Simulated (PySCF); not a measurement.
Compound: C3H8O2Si.
Geometry (PBE0-D3(BJ)/def2-SVP, Å), atoms numbered from 1 in this order:
```
atom  x, y, z in Å
C1     2.3994    0.4249    0.2480
O2     1.0604    0.4054    0.7082
C3     0.3790   -0.7283    0.4780
O4     0.8560   -1.6796   -0.0820
C5    -1.0303   -0.6199    0.9718
Si6   -2.1279    0.4543   -0.1447
H7     2.4397    0.3225   -0.8469
H8     2.8164    1.3922    0.5517
H9     2.9795   -0.3973    0.6920
H10   -1.0430   -0.1602    1.9721
H11   -1.4579   -1.6304    1.0274
H12   -2.0707   -0.0464   -1.5498
H13   -1.6747    1.8750   -0.1069
H14   -3.5344    0.3734    0.3518
```

Jobs on this species (14 atoms, 56 electrons) with PySCF (density fitting). Hardware of each: an Arm Neoverse V1 with one thread, on a shared host. Times come from a shared host and carry two figures at best. Peak memory is the resident size of the whole Python process, interpreter and libraries included.

Question: Rank these jobs by wall time, shortest first.
A. PBE0/def2-TZVP; shieldings, charges and field gradients; 240 basis functions
B. LDA/pcSseg-1; shieldings; 149 basis functions
C. PBE0/6-31G*; shieldings, charges and field gradients; 104 basis functions

Answer: C (11 s), B (18 s), A (35 s).

All jobs:

| level and settings | work | basis functions | SCF cycles | wall time | peak memory |
| --- | --- | --- | --- | --- | --- |
| PBE0/6-31G | shieldings, charges and field gradients | 74 | 13 | 7.3 s | 0.49 GiB |
| PBE0/6-31G* | shieldings, charges and field gradients | 104 | 14 | 11 s | 0.60 GiB |
| WP04/pcSseg-1 | shieldings | 149 | 15 | 14 s | 0.86 GiB |
| mPW1PW91/pcSseg-1 | shieldings | 149 | 14 | 15 s | 0.86 GiB |
| LDA/pcSseg-1 | shieldings | 149 | 15 | 18 s | 0.70 GiB |
| OPBE/pcSseg-1 | shieldings | 149 | 15 | 21 s | 0.79 GiB |
| BLYP/pcSseg-1 | shieldings | 149 | 15 | 21 s | 0.79 GiB |
| PBE0/aug-cc-pVDZ | shieldings, charges and field gradients | 214 | 14 | 30 s | 0.99 GiB |
| PBE0/def2-TZVP | shieldings, charges and field gradients | 240 | 14 | 35 s | 0.90 GiB |

Question: What do all jobs in the table cost together?

Answer: About 2.9 min; the longest takes about 20 % of that, and about 4.8 times as long as the shortest.
